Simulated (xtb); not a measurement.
diisopropyl selenide (C6H14Se), SMILES C(C)(C)[Se]C(C)C. All values are semi-empirical tight-binding results from xtb (GFN2-xTB unless named), good for trends rather than for accurate numbers. The structure is a stationary point at GFN2-xTB. One conformer was computed; it need not be the lowest.

Optimised geometry:

Bonds (Å): C1–C2 1.517, C1–H8 1.088, C1–H9 1.089, C1–H10 1.088, C2–C3 1.519, C2–Se4 2.004, C2–H11 1.095, C3–H12 1.089, C3–H13 1.089, C3–H14 1.089, Se4–C5 2.007, C5–C6 1.518, C5–C7 1.519, C5–H15 1.094, C6–H16 1.088, C6–H17 1.088, C6–H18 1.090, C7–H19 1.088, C7–H20 1.089, C7–H21 1.089. Bond angles (°): C2–C1–H8 110.3, C2–C1–H9 109.9, C2–C1–H10 111.3, H8–C1–H9 108.5, H8–C1–H10 108.6, H9–C1–H10 108.2, C1–C2–C3 112.0, C1–C2–Se4 111.0, C1–C2–H11 110.5, C3–C2–Se4 108.2, C3–C2–H11 110.1, Se4–C2–H11 104.8, C2–C3–H12 110.7, C2–C3–H13 110.0, C2–C3–H14 110.4, H12–C3–H13 108.7, H12–C3–H14 108.4, H13–C3–H14 108.6, C2–Se4–C5 98.7, Se4–C5–C6 110.5, Se4–C5–C7 109.3, Se4–C5–H15 104.3, C6–C5–C7 111.9, C6–C5–H15 110.5, C7–C5–H15 110.1, C5–C6–H16 111.1, C5–C6–H17 110.2, C5–C6–H18 110.0, H16–C6–H17 108.3, H16–C6–H18 108.5, H17–C6–H18 108.5, C5–C7–H19 110.8, C5–C7–H20 110.4, C5–C7–H21 110.1, H19–C7–H20 108.4, H19–C7–H21 108.7, H20–C7–H21 108.5.

Computed properties:
```json
{
  "orbital_gap": "3.83 eV",
  "zero_point_energy": "115.8 kcal/mol",
  "G − E(el) at 298.15 K (modified RRHO)": "93.1 kcal/mol",
  "static polarisability (D4 model)": "101.0 bohr³",
  "solvation energy, GFN2-xTB/ALPB(water)": "-1.6 kcal/mol",
  "solvation energy, GFN2-xTB/ALPB(acetonitrile)": "-5.7 kcal/mol"
}
```

Give the atomic charges and the Wiberg bond orders between heavy atoms. (An estimate is asked for; the answer gives what the named calculation found.)

charges (e) C1 -0.10, C2 0.03, C3 -0.10, Se4 -0.24, C5 0.03, C6 -0.10, C7 -0.10, H8 0.05, H9 0.04, H10 0.04, H11 0.03, H12 0.05, H13 0.04, H14 0.05, H15 0.03, H16 0.04, H17 0.05, H18 0.04, H19 0.05, H20 0.05, H21 0.04. Bond orders C1–C2 1.02, C2–C3 1.02, C2–Se4 0.97, Se4–C5 0.97, C5–C6 1.02, C5–C7 1.02.
